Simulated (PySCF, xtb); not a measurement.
Ge(OMe)(SiH3) (CH6GeOSi), SMILES C[O][Ge][SiH3] (connectivity only; charge and spin as stated), neutral, multiplicity 1. Other conformers were not sampled.

Harmonic wavenumbers (cm⁻¹) from GFN2-xTB run with xtb at its own minimum, in rising order: 73, 93, 123, 163, 239, 289, 297, 378, 452, 777, 835, 837, 1057, 1124, 1132, 1409, 1476, 1481, 2132, 2134, 2178, 2933, 2949, 2960.

**Question.** What does PySCF with B3LYP-D3(BJ)/def2-SVP give at its own minimum? (The exact figures need the calculation; the answer reports its results.)

**Answer.** 73, 100, 142, 161, 263, 291, 346, 448, 583, 855, 936, 948, 1118, 1165, 1182, 1459, 1463, 1474, 2160, 2172, 2184, 2992, 3073, 3083. Paired by order, the mean absolute difference is 50 cm⁻¹ and the zero-point energies are 39.3 and 41.0 kcal/mol.
